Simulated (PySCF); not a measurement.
**Ionisation energy of Yb by level of theory**

Yb [Xe] 4f14 6s2 (1S) → Yb⁺ [Xe] 4f14 6s1 (2S), as a difference of total energies. All numbers are calculated (PySCF 2.14, the spin-free X2C one-electron Hamiltonian (Gaussian nucleus), in cc-pVDZ-X2C (8s7p5d3f1g, 84 functions)). Correlated levels: valence: [Kr] 4d10 frozen; valence and next inner shell: [Ar] 3d10 frozen. The calculations carry no spin-orbit coupling.

| method | ionisation energy (eV) | error (eV) |
| --- | --- | --- |
| UHF | 5.140 | -1.114 |
| LDA | 6.628 | +0.374 |
| PBE | 6.415 | +0.161 |
| PBE0 | 6.217 | -0.037 |
| r2SCAN | 6.149 | -0.105 |
| BLYP | 6.430 | +0.176 |
| M06-L | 6.380 | +0.126 |
| revPBE | 6.314 | +0.060 |
| MP2 (valence) | 6.149 | -0.105 |
| SCS-MP2 (valence) | 6.143 | -0.111 |
| MP2 (valence and next inner shell) | 6.162 | -0.092 |
| SCS-MP2 (valence and next inner shell) | 6.154 | -0.100 |

Reference: 6.254 eV (measured; NIST Atomic Spectra Database, ionization energies).

Errors of the correlated levels include the incompleteness of this basis and the frozen core.
